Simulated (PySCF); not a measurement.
A calculated (LC-wPBE, PySCF 2.14, aug-cc-pVQZ-DK, scalar relativity by spin-free X2C-1e) atom or ion has these occupied shells.

```json
{"shell": "1s α", "electrons": "1", "orbital energy (eV)": "-13334.5", "rms radius, mean of both spins (bohr)": "0.0492"}
{"shell": "1s β", "electrons": "1", "orbital energy (eV)": "-13334.3", "rms radius, mean of both spins (bohr)": "0.0492"}
{"shell": "2s α", "electrons": "1", "orbital energy (eV)": "-1763.0", "rms radius, mean of both spins (bohr)": "0.205"}
{"shell": "2s β", "electrons": "1", "orbital energy (eV)": "-1762.9", "rms radius, mean of both spins (bohr)": "0.205"}
{"shell": "2p α", "electrons": "3", "orbital energy (eV)": "-1558.9", "rms radius, mean of both spins (bohr)": "0.183"}
{"shell": "2p β", "electrons": "3", "orbital energy (eV)": "-1558.7", "rms radius, mean of both spins (bohr)": "0.183"}
{"shell": "3s α", "electrons": "1", "orbital energy (eV)": "-268.43", "rms radius, mean of both spins (bohr)": "0.591"}
{"shell": "3s β", "electrons": "1", "orbital energy (eV)": "-268.13", "rms radius, mean of both spins (bohr)": "0.591"}
{"shell": "3p α", "electrons": "3", "orbital energy (eV)": "-203.81", "rms radius, mean of both spins (bohr)": "0.610"}
{"shell": "3p β", "electrons": "3", "orbital energy (eV)": "-203.48", "rms radius, mean of both spins (bohr)": "0.610"}
{"shell": "3d α", "electrons": "5", "orbital energy (eV)": "-96.784", "rms radius, mean of both spins (bohr)": "0.655"}
{"shell": "3d β", "electrons": "5", "orbital energy (eV)": "-96.364", "rms radius, mean of both spins (bohr)": "0.655"}
{"shell": "4s α", "electrons": "1", "orbital energy (eV)": "-49.109", "rms radius, mean of both spins (bohr)": "1.70"}
{"shell": "4s β", "electrons": "1", "orbital energy (eV)": "-44.366", "rms radius, mean of both spins (bohr)": "1.70"}
{"shell": "4p α", "electrons": "3", "orbital energy (eV)": "-34.053", "rms radius, mean of both spins (bohr)": "1.96"}
```

Problem. Name the element and its charge.

Solution. Br²⁺ (bromine, charge +2), in [Ar] 3d10 4s2 4p3, high-spin 4S determinant.
